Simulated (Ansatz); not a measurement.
`O[SiH](Cl)O[Si](O)(F)F`, relaxed with RKS PBE0-D4/def2-TZVP in Ansatz from a PBE-D4/def2-SVP geometry. The force threshold is 0.005 eV/Å; the program also tests the step.

Total charge 0; spin multiplicity 1.

Start:

```xyz
11

O    -0.531   -0.211    1.990
Si   -0.571   -1.380    0.821
Cl   -2.456   -1.573   -0.022
O     0.470   -0.956   -0.441
Si    0.804    0.507   -1.092
O     0.149    1.645   -0.071
F     2.400    0.708   -1.240
F     0.197    0.671   -2.580
H    -0.469    0.693    1.610
H    -0.140   -2.678    1.392
H     0.147    2.574   -0.367
```

| step | energy (eV) | largest force (eV/Å) | largest move (Å) |
| --- | --- | --- | --- |
| 1 | -39896.6744 | 1.289 | 0.000 |
| 2 | -39896.8067 | 0.743 | 0.035 |
| 3 | -39896.8640 | 0.165 | 0.049 |
| 4 | -39896.8701 | 0.118 | 0.045 |
| 5 | -39896.8767 | 0.272 | 0.102 |
| 6 | -39896.8781 | 0.154 | 0.046 |
| 7 | -39896.8785 | 0.038 | 0.044 |
| 8 | -39896.8789 | 0.012 | 0.025 |
| 9 (rejected) | -39896.8787 | 0.051 | 0.008 |
| 10 | -39896.8789 | 0.007 | 0.004 |
| 11 | -39896.8790 | 0.010 | 0.010 |
| 12 | -39896.8790 | 0.009 | 0.006 |
| 13 | -39896.8790 | 0.005 | 0.005 |
| 14 | -39896.8790 | 0.004 | 0.005 |

End:

```xyz
11

O    -0.532   -0.326    2.050
Si   -0.554   -1.368    0.809
Cl   -2.436   -1.558    0.032
O     0.415   -0.851   -0.406
Si    0.801    0.536   -1.106
O     0.185    1.730   -0.196
F     2.365    0.659   -1.230
F     0.244    0.609   -2.577
H    -0.625    0.609    1.844
H    -0.090   -2.673    1.287
H     0.227    2.635   -0.508
```

Hardware: 2 threads of an AMD EPYC 7R13 on a shared host and a share of an NVIDIA H100 80 GB. Wall time 31 s, peak host memory 0.96 GiB.
